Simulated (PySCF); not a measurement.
Size series: flake germanene

All values: TDDFT PBE/def2-SVP, gas phase, PySCF SCF with an in-house response code, fitting set def2-universal-JFIT, grid level 1 (kernel 0), vertical, one conformer each, geometries GFN2-xTB; core orbitals frozen in the response. The lowest 6 singlets were sought, and the brightest is taken among them. The runs took 2 to 10 CPU minutes each on shared server CPUs.

Some members have small gaps, where a closed-shell solution may not be the ground state. Some members have dark charge-transfer states, which this functional places too low. Tubes, flakes and crystal cuts are finite pieces capped as the formulas show; sizes are those of the cut before relaxation. Spin-orbit coupling is left out, which matters for the heavier atoms here. The basis has no diffuse functions, so the polarisability comes out too low.

```json
{"rings": "4", "formula": "Ge18H12", "HOMO-LUMO gap / eV": "1.24", "S1 / eV": "1.28", "HOMO / eV": "-5.40", "brightest singlet sought / eV": "1.40", "polarisability / bohr³": "911"}
{"rings": "5", "formula": "Ge20H12", "HOMO-LUMO gap / eV": "0.96", "S1 / eV": "1.10", "HOMO / eV": "-5.20", "brightest singlet sought / eV": "1.29", "polarisability / bohr³": "1019"}
{"rings": "8", "formula": "Ge30H16", "HOMO-LUMO gap / eV": "0.37", "S1 / eV": "0.70", "HOMO / eV": "-5.00", "brightest singlet sought / eV": "0.70", "polarisability / bohr³": "2141"}
```
